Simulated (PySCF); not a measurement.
# V²⁺: excitation energy

V²⁺ [Ar] 3d3 (4F) → V²⁺ [Ar] 3d2 4p1 (high-spin determinant), as a difference of total energies. Calculation: PySCF 2.14, in def2-QZVPPD; no relativity, point nucleus. Correlated levels: valence: [Ar] frozen. The calculations carry no spin-orbit coupling.

```json
{"method": "UHF", "excitation energy (eV)": "10.393"}
{"method": "MP2 (valence)", "excitation energy (eV)": "10.658"}
{"method": "SCS-MP2 (valence)", "excitation energy (eV)": "10.481"}
{"method": "CCSD (valence)", "excitation energy (eV)": "10.656"}
{"method": "CCSD(T) (valence)", "excitation energy (eV)": "10.650"}
```

Q: How much does correlation contribute at CCSD(T) (valence)?

A: 10.650 − (10.393) = 0.257 eV, measured against UHF.

The determinant of the upper state mixes LS terms, which raises its energy above the lowest term, most at the Hartree-Fock and MP2 levels.
